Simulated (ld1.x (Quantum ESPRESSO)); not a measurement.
**Transferability test, TM potential for osmium (Os)**

Os, norm-conserving Troullier–Martins (Kleinman–Bylander form), made with ld1.x (Quantum ESPRESSO) 7.5 (LDA (PZ), scalar-relativistic). Core [Kr] 4d10 4f14 5s2, reference 5p6 5d6 6s1.75 6p0 (charge +0.25). Waves: 5p (bound): rc 1.25 bohr; 5d (bound): rc 1.90 bohr; 6s (bound): rc 2.05 bohr. Local part: the s channel. Core correction: none.

Energies are relative to the spin-unpolarised reference configuration 5p6 5d6 6s1.75 6p0; without spin polarisation the order of configurations can differ from experiment. Spin-polarised rows fill each open shell by Hund’s rule, majority spin first. The frozen-core shift is the all-electron ΔE with the core orbitals held at their reference shape minus the fully relaxed ΔE.

```
              valence configuration  charge  ΔE all-electron (eV)  error AE − PS (meV)  frozen-core shift (meV)
                    5p6 5d6 6s2 6p0       0                -1.807                 +0.6                     -0.7
                    5p6 5d6 6s1 6p0      +1                 8.057                 -4.4                     +2.5
                    5p6 5d6 6s0 6p0      +2                25.340                  -23                     +8.0
                    5p6 5d7 6s0 6p0      +1                 7.590                  -60                      +12
                    5p6 5d5 6s2 6p1       0                 4.341                 -679                     +0.2
                    5p6 5d5 6s2 6p0      +1                 9.497                  -19                     +2.1
                    5p6 5d4 6s0 6p0      +4                96.290                 -175                      +85
5p6 5d6 6s1.75 6p0 (spin-polarised)   +0.25                -2.196                 +329                      +13
```

(1) What are ΔE and the potential's error for 5p6 5d6 6s2 6p0 (spin-polarised)?

Levels in the configuration 5p6 5d5 6s2 6p0:

```json
{"level": "5p", "all-electron (eV)": "-61.954", "pseudo (eV)": "-62.073"}
{"level": "5d", "all-electron (eV)": "-16.435", "pseudo (eV)": "-16.469"}
{"level": "6s", "all-electron (eV)": "-14.467", "pseudo (eV)": "-14.451"}
```

## Answers

(1) ΔE = -3.827 eV all-electron; the error (AE − PS) is +316 meV.

A variational frozen-core shift is positive and of second order in the change. This column holds negative values, so the frozen-core run of ld1.x carries numerical noise or an error of first order here, and the column gives no more than the rough size of the effect.
